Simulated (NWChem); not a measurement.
System: C$_{4}$H$_{7}$Cl; SMILES C1(CC1)(C)Cl

Input file for NWChem:

```
start job
memory heap 200 mb stack 900 mb global 1100 mb
geometry units angstroms noautosym nocenter noautoz
  C      1.645518     0.485722     0.000000
  C      0.161870     0.250154     0.000000
  Cl    -0.242620    -1.482618     0.000000
  C     -0.767794     1.147189    -0.753343
  C     -0.767794     1.147189     0.753343
  H      2.111632     0.041292    -0.892207
  H      1.856914     1.565894     0.000000
  H      2.111632     0.041292     0.892207
  H     -1.616370     0.682464    -1.260597
  H     -0.329083     1.999477    -1.281130
  H     -1.616370     0.682464     1.260597
  H     -0.329083     1.999477     1.281130
end
basis spherical
  C library 6-31g*
  Cl library 6-31g*
  H library 6-31g*
end
dft
  xc hfexch
  iterations 150
end
property
  shielding 8 1 2 3 4 6 7 9 10
end
task dft property
```

Output (shortened):

```
             Northwest Computational Chemistry Package (NWChem) 7.3.0
             --------------------------------------------------------

                             Geometry "geometry" -> ""
                             -------------------------

 Output coordinates in angstroms (scale by  1.889725989 to convert to a.u.)

  No.       Tag          Charge          X              Y              Z
 ---- ---------------- ---------- -------------- -------------- --------------
    1 C                    6.0000     1.64551800     0.48572200     0.00000000
    2 C                    6.0000     0.16187000     0.25015400     0.00000000
    3 Cl                  17.0000    -0.24262000    -1.48261800     0.00000000
    4 C                    6.0000    -0.76779400     1.14718900    -0.75334300
    5 C                    6.0000    -0.76779400     1.14718900     0.75334300
    6 H                    1.0000     2.11163200     0.04129200    -0.89220700
    7 H                    1.0000     1.85691400     1.56589400     0.00000000
    8 H                    1.0000     2.11163200     0.04129200     0.89220700
    9 H                    1.0000    -1.61637000     0.68246400    -1.26059700
   10 H                    1.0000    -0.32908300     1.99947700    -1.28113000
   11 H                    1.0000    -1.61637000     0.68246400     1.26059700
   12 H                    1.0000    -0.32908300     1.99947700     1.28113000

 Effective nuclear repulsion energy (a.u.)     224.3250293523

  xc_inp: hfexch multiplicative factor not found.
                              NWChem Property Module
                              ----------------------

  itol2e modified to match energy
  convergence criterion.

                                 NWChem DFT Module
                                 -----------------

 Summary of "ao basis" -> "ao basis" (spherical)
 ------------------------------------------------------------------------------
       Tag                 Description            Shells   Functions and Types
 ---------------- ------------------------------  ------  ---------------------
 C                           6-31g*                  6       14   3s2p1d
 Cl                          6-31g*                  8       18   4s3p1d
 H                           6-31g*                  2        2   2s

  itol2e modified to match energy
  convergence criterion.

            General Information
            -------------------
          SCF calculation type: DFT
          Wavefunction type:  closed shell.
          No. of atoms     :    12
          No. of electrons :    48
           Alpha electrons :    24
            Beta electrons :    24
          Charge           :     0
          Spin multiplicity:     1
          Use of symmetry is: off; symmetry adaption is: off
          Maximum number of iterations: 150
          AO basis - number of functions:    88
                     number of shells:    46
          Convergence on energy requested:  1.00D-07
          Convergence on density requested:  1.00D-05
          Convergence on gradient requested:  5.00D-04

              XC Information
              --------------
                     Hartree-Fock (Exact) Exchange  1.000

      Superposition of Atomic Density Guess
      -------------------------------------

 Sum of atomic energies:        -613.57922708

      Non-variational initial energy
      ------------------------------

 Total energy =    -616.739816
 1-e energy   =   -1286.309682
 2-e energy   =     445.244837
 HOMO         =      -0.289817
 LUMO         =       0.064751

   convergence    iter        energy       DeltaE   RMS-Dens  Diis-err
 ---------------- ----- ----------------- --------- --------- ---------
 d= 0,ls=0.0,diis     1   -614.9335217311 -8.39D+02  6.17D-03  3.38D-01
 d= 0,ls=0.0,diis     2   -614.9860789454 -5.26D-02  2.66D-03  5.84D-02
 d= 0,ls=0.0,diis     3   -614.9930993010 -7.02D-03  1.07D-03  7.34D-03
 d= 0,ls=0.0,diis     4   -614.9943312852 -1.23D-03  2.14D-04  1.42D-04
 d= 0,ls=0.0,diis     5   -614.9943607487 -2.95D-05  9.68D-05  1.27D-05
  Resetting Diis
 d= 0,ls=0.0,diis     6   -614.9943644309 -3.68D-06  2.40D-05  9.52D-07
 d= 0,ls=0.0,diis     7   -614.9943647401 -3.09D-07  5.23D-06  9.60D-08
 d= 0,ls=0.0,diis     8   -614.9943647691 -2.90D-08  2.69D-06  2.08D-08

         Total DFT energy =     -614.994364769082
      One electron energy =    -1289.725040779850
           Coulomb energy =      501.232349746142
    Exchange-Corr. energy =      -50.826703087699
 Nuclear repulsion energy =      224.325029352325

 Numeric. integr. density =        0.000000000000

                       DFT Final Molecular Orbital Analysis
                       ------------------------------------

 Vector   22  Occ=2.000000D+00  E=-4.583670D-01
              MO Center= -2.1D-01, -2.4D-01, -1.5D-14, r^2= 3.4D+00
   Bfn.  Coefficient  Atom+Function         Bfn.  Coefficient  Atom+Function
  ----- ------------  ---------------      ----- ------------  ---------------
    35      0.508142   3 Cl px               39      0.273448   3 Cl px
    31     -0.196911   3 Cl px               51      0.190369   4 C  pz
    65     -0.190369   5 C  pz                4      0.148628   1 C  py
    18     -0.140693   2 C  py               22     -0.137477   2 C  py
    36      0.130393   3 Cl py               55      0.125318   4 C  pz

 Vector   23  Occ=2.000000D+00  E=-4.159713D-01
              MO Center= -3.3D-01, -1.7D-01,  1.6D-14, r^2= 3.2D+00
   Bfn.  Coefficient  Atom+Function         Bfn.  Coefficient  Atom+Function
  ----- ------------  ---------------      ----- ------------  ---------------
    35      0.463169   3 Cl px               39      0.286462   3 Cl px
    36     -0.208555   3 Cl py               51     -0.185011   4 C  pz
    65      0.185011   5 C  pz               17     -0.180900   2 C  px
    31     -0.178039   3 Cl px               50     -0.152982   4 C  py
    64     -0.152982   5 C  py                3      0.150773   1 C  px

 Vector   24  Occ=2.000000D+00  E=-3.917209D-01
              MO Center= -2.0D-01, -2.4D-01, -5.8D-14, r^2= 3.1D+00
   Bfn.  Coefficient  Atom+Function         Bfn.  Coefficient  Atom+Function
  ----- ------------  ---------------      ----- ------------  ---------------
    37      0.492615   3 Cl pz               19     -0.323619   2 C  pz
    41      0.315833   3 Cl pz               33     -0.188826   3 Cl pz
    23     -0.187058   2 C  pz               50     -0.174285   4 C  py
    64      0.174285   5 C  py               49      0.147127   4 C  px
    63     -0.147127   5 C  px               52      0.136868   4 C  s

 Vector   25  Occ=0.000000D+00  E= 1.914315D-01
              MO Center= -3.3D-01, -3.3D-01,  4.6D-14, r^2= 4.4D+00
   Bfn.  Coefficient  Atom+Function         Bfn.  Coefficient  Atom+Function
  ----- ------------  ---------------      ----- ------------  ---------------
    20      1.040900   2 C  s                40     -0.902293   3 Cl py
    38     -0.720904   3 Cl s                22     -0.677829   2 C  py
    82     -0.522250   9 H  s                86     -0.522250  11 H  s
    84      0.359707  10 H  s                88      0.359707  12 H  s
    18     -0.307969   2 C  py               36     -0.308058   3 Cl py

 Vector   26  Occ=0.000000D+00  E= 2.305267D-01
              MO Center=  5.1D-01,  1.5D+00,  1.1D-12, r^2= 5.3D+00
   Bfn.  Coefficient  Atom+Function         Bfn.  Coefficient  Atom+Function
  ----- ------------  ---------------      ----- ------------  ---------------
     6      1.304969   1 C  s                78     -1.035623   7 H  s
    84     -0.943243  10 H  s                88     -0.943243  12 H  s
    52      0.879104   4 C  s                66      0.879104   5 C  s
    76     -0.493783   6 H  s                80     -0.493783   8 H  s
     7      0.430527   1 C  px               20      0.429366   2 C  s

 Vector   27  Occ=0.000000D+00  E= 2.806984D-01
              MO Center=  8.9D-01,  3.7D-01,  1.2D-12, r^2= 6.8D+00
   Bfn.  Coefficient  Atom+Function         Bfn.  Coefficient  Atom+Function
  ----- ------------  ---------------      ----- ------------  ---------------
     6      2.056474   1 C  s                76     -1.196307   6 H  s
    80     -1.196307   8 H  s                52     -1.100894   4 C  s
    66     -1.100894   5 C  s                82      0.755547   9 H  s
    86      0.755547  11 H  s                21     -0.535745   2 C  px
     8     -0.510850   1 C  py               84      0.418006  10 H  s

     Multipole analysis of the density
     ---------------------------------

[...]

          -----------------------------------------
          Chemical Shielding Tensors (GIAO, in ppm)
          -----------------------------------------

                                NWChem CPHF Module
                                ------------------

  scftype          =     RHF
  nclosed          =       24
  nopen            =        0
  variables        =     1536
  # of vectors     =        3
  tolerance        = 0.10D-03
  level shift      = 0.00D+00
  max iterations   =       50
  max subspace     =       30

 SCF residual:    9.6098448530719375E-005

Iterative solution of linear equations
  No. of variables     1536
  No. of equations        3
  Maximum subspace       30
        Iterations       50
       Convergence  1.0D-04

   iter   nsub   residual    time
   ----  ------  --------  ---------
     1      3    1.03D+00      57.1
     2      6    1.16D-01      59.6
     3      9    3.31D-02      62.2
     4     12    7.59D-03      64.8
     5     15    6.41D-04      67.4
     6     18    2.25D-04      70.0
     7     21    3.86D-05      72.6

      Atom:    1  C
        Diamagnetic
    260.7683      3.4738     -0.0000
      3.4738    243.7792      0.0000
     -0.0000      0.0000    240.8731

        Paramagnetic
    -65.3573      5.7235      0.0000
      5.7235    -70.2249      0.0000
      0.0000      0.0000    -90.1615

        Total Shielding Tensor
    195.4109      9.1973      0.0000
      9.1973    173.5543      0.0000
      0.0000      0.0000    150.7115

           isotropic =     173.2256
          anisotropy =      38.3108

          Principal Components and Axis System
                 1           2           3
              198.7661    170.1991    150.7115

      1         0.9394     -0.3427      0.0000
      2         0.3427      0.9394     -0.0000
      3         0.0000      0.0000      1.0000

      Atom:    2  C
        Diamagnetic
    251.0043     -1.4755      0.0000
     -1.4755    252.4396      0.0000
      0.0000      0.0000    241.1936

        Paramagnetic
    -95.1343     40.0458      0.0000
     40.0458    -42.9467     -0.0000
      0.0000     -0.0000   -102.3537

        Total Shielding Tensor
    155.8700     38.5703      0.0000
     38.5703    209.4929     -0.0000
      0.0000     -0.0000    138.8399

           isotropic =     168.0676
          anisotropy =      92.3812

          Principal Components and Axis System
                 1           2           3
              229.6551    138.8399    135.7078

      1         0.4633      0.0000      0.8862
      2         0.8862     -0.0000     -0.4633
      3         0.0000      1.0000     -0.0000

      Atom:    3  Cl
        Diamagnetic
   1141.6501      3.1425     -0.0000
      3.1425   1155.4887     -0.0000
     -0.0000     -0.0000   1140.5711

        Paramagnetic
   -299.7646     91.2227     -0.0000
     91.2227    -78.0637      0.0000
     -0.0000      0.0000   -499.9276

        Total Shielding Tensor
    841.8856     94.3652     -0.0000
     94.3652   1077.4250      0.0000
     -0.0000      0.0000    640.6435

           isotropic =     853.3180
          anisotropy =     385.8742

          Principal Components and Axis System
                 1           2           3
             1110.5675    808.7431    640.6435

      1         0.3314      0.9435      0.0000
      2         0.9435     -0.3314      0.0000
      3         0.0000      0.0000      1.0000

      Atom:    4  C
        Diamagnetic
    246.8747     -5.5472      2.9435
     -5.5472    247.4577     -3.6051
      2.9435     -3.6051    253.0042

        Paramagnetic
    -46.7576     19.2260     -0.6376
     19.2260    -40.4798      3.9499
     -0.6376      3.9499   -104.0998

        Total Shielding Tensor
    200.1171     13.6788      2.3059
     13.6788    206.9779      0.3449
      2.3059      0.3449    148.9044

           isotropic =     185.3331
          anisotropy =      48.5376

          Principal Components and Axis System
                 1           2           3
              217.6915    189.5084    148.7994

      1         0.6160      0.7864     -0.0462
      2         0.7873     -0.6165      0.0049
      3         0.0246      0.0394      0.9989

      Atom:    5  H
        Diamagnetic
     32.2733     -1.7974     -6.8589
     -1.7974     25.4554      3.6903
     -6.8589      3.6903     31.3319

        Paramagnetic
      1.8079      1.0875      2.6813
      1.0875      1.8269     -2.0208
      2.6813     -2.0208     -0.8683

        Total Shielding Tensor
     34.0812     -0.7100     -4.1777
     -0.7100     27.2824      1.6695
     -4.1777      1.6695     30.4636

           isotropic =      30.6091
          anisotropy =       9.6773

          Principal Components and Axis System
                 1           2           3
               37.0606     28.4318     26.3348

      1         0.8166      0.5321     -0.2237
      2        -0.1543      0.5746      0.8038
      3        -0.5562      0.6219     -0.5513

      Atom:    6  H
        Diamagnetic
     30.5691      5.3878      0.0000
      5.3878     36.9254      0.0000
      0.0000      0.0000     23.1039

        Paramagnetic
      3.7854     -0.4391      0.0000
     -0.4391     -1.9118     -0.0000
      0.0000     -0.0000      3.5666

        Total Shielding Tensor
     34.3546      4.9486      0.0000
      4.9486     35.0136     -0.0000
      0.0000     -0.0000     26.6705

           isotropic =      32.0129
          anisotropy =      11.4461

          Principal Components and Axis System
                 1           2           3
               39.6436     29.7245     26.6705

      1         0.6832      0.7302      0.0000
      2         0.7302     -0.6832      0.0000
      3         0.0000      0.0000      1.0000

      Atom:    7  H
        Diamagnetic
     33.2434      2.5483      8.2124
      2.5483     26.1906      1.2200
      8.2124      1.2200     28.7844

        Paramagnetic
      1.4337      0.1469     -1.8854
      0.1469      2.9597     -0.5534
     -1.8854     -0.5534      1.6975

        Total Shielding Tensor
     34.6770      2.6951      6.3269
      2.6951     29.1503      0.6666
      6.3269      0.6666     30.4819

           isotropic =      31.4364
          anisotropy =      12.6479

          Principal Components and Axis System
                 1           2           3
               39.8683     28.8742     25.5667

      1         0.7981      0.0035     -0.6025
      2         0.2352      0.9189      0.3168
      3         0.5547     -0.3946      0.7326

      Atom:    8  H
        Diamagnetic
     25.8846      2.6903     -1.5573
      2.6903     33.9649     -8.1907
     -1.5573     -8.1907     29.7389

        Paramagnetic
      2.8417      0.0671      0.7258
      0.0671      1.9484      1.8635
      0.7258      1.8635      0.9742

        Total Shielding Tensor
     28.7263      2.7575     -0.8315
      2.7575     35.9134     -6.3272
     -0.8315     -6.3272     30.7131

           isotropic =      31.7843
          anisotropy =      13.5014

          Principal Components and Axis System
                 1           2           3
               40.7852     28.4412     26.1264

      1         0.2235      0.8983     -0.3783
      2         0.8170      0.0391      0.5754
      3        -0.5316      0.4377      0.7251
```

Level: Hartree-Fock/6-31G* (spherical d), GIAO. All runs use the structure optimised with PBE0/def2-SVP. Not confirmed as a minimum by frequencies. The output numbers the shielded atoms by their place in the input's list. The printed shielding anisotropy is the first printed principal value minus the mean of the other two.
